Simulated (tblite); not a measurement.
A geometry optimisation, step by step.

Compound: C5H14FGeN.
SMILES with atom numbers: `[CH3:1][C@H:2]([F:3])[CH2:4][GeH2:5][N:6]([CH3:7])[CH3:8]` (hydrogens: H9, H10, H11 on C1; H12 on C2; H13, H14 on C4; H15, H16 on Ge5; H17, H18, H19 on C7; H20, H21, H22 on C8)

Computed with GFN2-xTB (tblite), gas phase: L-BFGS steps from a force-field or distance-geometry start until the largest atomic force falls under 0.01 eV/Å. 5 of its 177 geometries are shown.

Step 0: E = -745.2472 eV, largest atomic force 2.036 eV/Å
```
atom  x, y, z in Å  |  force x, y, z in eV/Å
C1      3.559   -0.368   -0.167    0.151  -0.135  -0.446
C2      2.208    0.246   -0.548    0.782  -1.210   0.767
F3      2.407    1.581   -0.708   -0.376   0.649  -0.410
C4      1.279    0.000    0.614   -0.003  -0.938   0.376
Ge5    -0.447    0.745    0.209   -0.353   1.335   0.450
N6     -1.855   -0.452    0.438   -0.322   0.207  -0.031
C7     -2.263   -1.081   -0.800   -1.256  -1.559   0.373
C8     -2.983    0.392    0.849    0.880   0.900  -0.398
H9      3.369   -1.314    0.376    0.436   0.652  -0.234
H10     4.124   -0.595   -1.089    0.070   0.224   0.651
H11     4.067    0.397    0.462   -0.104  -0.894  -0.432
H12     1.791   -0.193   -1.472    0.149   0.371   0.083
H13     1.190   -1.102    0.759    0.070   0.705  -0.019
H14     1.674    0.433    1.545   -0.004  -0.173  -0.400
H15    -0.701    1.898    1.252    0.094  -0.420  -0.550
H16    -0.522    1.381   -1.193   -0.006  -0.135   0.253
H17    -1.798   -2.082   -0.928    0.083   0.697  -0.011
H18    -2.141   -0.472   -1.689    0.063   0.095  -0.271
H19    -3.369   -1.288   -0.672    0.989   0.007  -0.476
H20    -3.890   -0.208    0.971    0.229   0.393   0.126
H21    -2.650    0.932    1.749   -0.670  -0.399  -0.062
H22    -3.059    1.170    0.041   -0.904  -0.373   0.661
```

Step 44: E = -746.1256 eV, largest atomic force 0.095 eV/Å
```
atom  x, y, z in Å  |  force x, y, z in eV/Å
C1      3.596   -0.406   -0.153   -0.008   0.002  -0.017
C2      2.196    0.029   -0.552    0.031   0.013   0.017
F3      2.239    1.399   -0.823    0.005  -0.008  -0.029
C4      1.146   -0.182    0.520    0.043  -0.010  -0.002
Ge5    -0.418    1.012    0.190    0.041  -0.064  -0.057
N6     -1.900   -0.069    0.381   -0.012   0.016  -0.065
C7     -2.091   -1.008   -0.705   -0.031  -0.029  -0.015
C8     -3.150    0.500    0.835   -0.003  -0.004  -0.019
H9      3.611   -1.466    0.090   -0.025   0.044  -0.016
H10     4.289   -0.215   -0.971    0.005  -0.023   0.039
H11     3.916    0.168    0.716   -0.001  -0.054  -0.031
H12     1.880   -0.443   -1.492    0.062   0.067   0.006
H13     0.853   -1.230    0.540   -0.044   0.029   0.016
H14     1.573    0.056    1.495   -0.024   0.020   0.006
H15    -0.522    2.117    1.201   -0.017  -0.021   0.047
H16    -0.378    1.622   -1.193    0.030   0.031  -0.019
H17    -1.136   -1.474   -0.957   -0.032  -0.003   0.055
H18    -2.482   -0.539   -1.619   -0.041   0.040   0.043
H19    -2.795   -1.788   -0.404    0.031  -0.020   0.032
H20    -3.795   -0.296    1.216   -0.005  -0.001   0.017
H21    -2.944    1.202    1.641   -0.014  -0.011   0.004
H22    -3.696    1.030    0.044    0.009  -0.014  -0.012
```

Step 88: E = -746.1624 eV, largest atomic force 0.066 eV/Å
```
atom  x, y, z in Å  |  force x, y, z in eV/Å
C1      3.584   -0.471   -0.142   -0.020   0.009   0.016
C2      2.257    0.163   -0.517   -0.007   0.023   0.002
F3      2.394    1.551   -0.502    0.022   0.037   0.013
C4      1.119   -0.176    0.423   -0.001  -0.006  -0.012
Ge5    -0.415    1.048    0.092    0.003  -0.020  -0.025
N6     -1.907    0.004    0.284    0.006   0.031   0.000
C7     -2.119   -1.102   -0.622    0.009   0.023   0.034
C8     -3.145    0.544    0.793    0.005  -0.007  -0.004
H9      3.460   -1.549   -0.090    0.058  -0.004  -0.031
H10     4.346   -0.224   -0.878   -0.010  -0.027   0.016
H11     3.906   -0.104    0.829   -0.003   0.004   0.025
H12     1.988   -0.079   -1.553   -0.006  -0.011   0.003
H13     0.837   -1.220    0.299   -0.019   0.004  -0.007
H14     1.442   -0.046    1.456    0.048  -0.006  -0.025
H15    -0.561    2.107    1.146    0.017   0.010   0.016
H16    -0.275    1.730   -1.257   -0.016  -0.022  -0.018
H17    -1.161   -1.446   -1.011    0.015  -0.015   0.003
H18    -2.754   -0.831   -1.475   -0.025   0.018   0.009
H19    -2.596   -1.931   -0.091   -0.039  -0.021  -0.013
H20    -3.683   -0.231    1.346   -0.023  -0.001   0.013
H21    -2.921    1.367    1.470   -0.017  -0.010   0.009
H22    -3.806    0.917    0.000    0.003  -0.011  -0.025
```

Step 132: E = -746.1960 eV, largest atomic force 0.040 eV/Å
```
atom  x, y, z in Å  |  force x, y, z in eV/Å
C1      3.648   -0.384   -0.083   -0.014   0.016   0.009
C2      2.342    0.290   -0.461   -0.023  -0.004   0.011
F3      2.379    1.629   -0.063    0.005  -0.011  -0.013
C4      1.117   -0.316    0.190   -0.013  -0.019  -0.006
Ge5    -0.414    0.922   -0.070   -0.015  -0.025   0.006
N6     -1.933   -0.027    0.332    0.008   0.028   0.009
C7     -2.264   -1.206   -0.436   -0.003   0.011  -0.001
C8     -3.119    0.663    0.789    0.001  -0.004   0.015
H9      3.693   -1.368   -0.539   -0.005  -0.026   0.004
H10     4.488    0.208   -0.438    0.019   0.007   0.000
H11     3.718   -0.488    0.997    0.026   0.030   0.002
H12     2.223    0.329   -1.551    0.013   0.003   0.014
H13     0.935   -1.310   -0.214    0.013   0.011  -0.024
H14     1.292   -0.425    1.261    0.002  -0.014  -0.016
H15    -0.415    2.060    0.904    0.002  -0.009  -0.001
H16    -0.356    1.494   -1.482   -0.001   0.003   0.002
H17    -1.350   -1.708   -0.750   -0.006   0.009  -0.001
H18    -2.855   -0.970   -1.331   -0.001   0.001  -0.006
H19    -2.846   -1.899    0.177    0.001   0.006   0.017
H20    -3.697    0.001    1.439   -0.021  -0.008  -0.004
H21    -2.827    1.541    1.362    0.006   0.002  -0.012
H22    -3.769    0.984   -0.036    0.008  -0.008  -0.004
```

Step 176: E = -746.2103 eV, largest atomic force 0.009 eV/Å
```
atom  x, y, z in Å  |  force x, y, z in eV/Å
C1      3.663   -0.311   -0.008   -0.005  -0.001   0.001
C2      2.356    0.292   -0.487    0.005   0.002  -0.004
F3      2.294    1.623   -0.062   -0.003  -0.005   0.002
C4      1.117   -0.403    0.041    0.005   0.002  -0.007
Ge5    -0.403    0.871   -0.079   -0.006   0.003  -0.002
N6     -1.939   -0.038    0.350    0.006  -0.003   0.005
C7     -2.312   -1.226   -0.384    0.000   0.009   0.003
C8     -3.101    0.705    0.785    0.004  -0.004   0.001
H9      3.735   -1.341   -0.346    0.002  -0.005   0.001
H10     4.506    0.253   -0.401    0.003   0.002   0.003
H11     3.704   -0.288    1.079    0.002  -0.001   0.000
H12     2.328    0.352   -1.581    0.002  -0.002   0.000
H13     0.954   -1.323   -0.518   -0.005   0.000  -0.001
H14     1.261   -0.675    1.087   -0.004   0.002  -0.004
H15    -0.326    1.946    0.961   -0.008   0.004  -0.001
H16    -0.396    1.529   -1.454    0.006   0.001   0.001
H17    -1.417   -1.764   -0.690   -0.005  -0.006   0.005
H18    -2.904   -0.997   -1.280    0.001   0.004  -0.005
H19    -2.912   -1.882    0.255    0.009   0.000   0.001
H20    -3.713    0.078    1.439   -0.003  -0.003   0.002
H21    -2.777    1.581    1.345   -0.005   0.002  -0.001
H22    -3.728    1.037   -0.052    0.001  -0.002   0.001
```

Task: Summarise the path.

Result: The energy falls by 92.93 kJ/mol from step 0 to step 176; nine tenths of that is first reached at step 40. It rises by more than 0.2 meV at step 121. The largest force goes from 2.036 to 0.009 eV/Å. Among the bonds Ge5–H15 changes most, from 1.575 to 1.497 Å; the atoms move by 0.769 Å rms after alignment.

The cost below is that of the whole relaxation. On one thread, Arm Neoverse V1 (aarch64), on a shared host, this took 1.5 s of wall time.
